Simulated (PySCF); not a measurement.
**Silicon: a sound run and one with changed settings**

Sound run: Si⁺ [Ne] 3s2 3p1, Si²⁺ [Ne] 3s2. Computed with PySCF 2.14 in cc-pV(D+d)Z (4s3p2d, 23 functions), with no relativity, point nucleus. The sound run starts from symmetry-adapted Hartree-Fock orbitals and uses a fine grid where one is needed.

Changed run: radial step 0.8 in ln r (0.13 in the sound run). This setting is unsound on purpose.

```
species  method  sound run (hartree)  changed run (hartree)  converged
    Si⁺     UHF           -288.56942             -288.56942        yes
    Si⁺    BP86           -289.08886             -289.17338        yes
    Si⁺     PBE           -288.91819             -288.99346        yes
   Si²⁺     UHF           -287.98806             -287.98806        yes
   Si²⁺    BP86           -288.48272             -288.53805        yes
   Si²⁺     PBE           -288.31466             -288.36707        yes
```

Ionisation energy of Si⁺:

| method | sound run (eV) | changed run (eV) |
| --- | --- | --- |
| UHF | 15.820 | 15.820 |
| BP86 | 16.494 | 17.288 |
| PBE | 16.423 | 17.045 |

A coarse radial grid mis-integrates the density and the exchange-correlation energy, with errors of either sign; Hartree-Fock needs no grid.

For comparison, NIST gives 16.346 eV between the lowest levels.
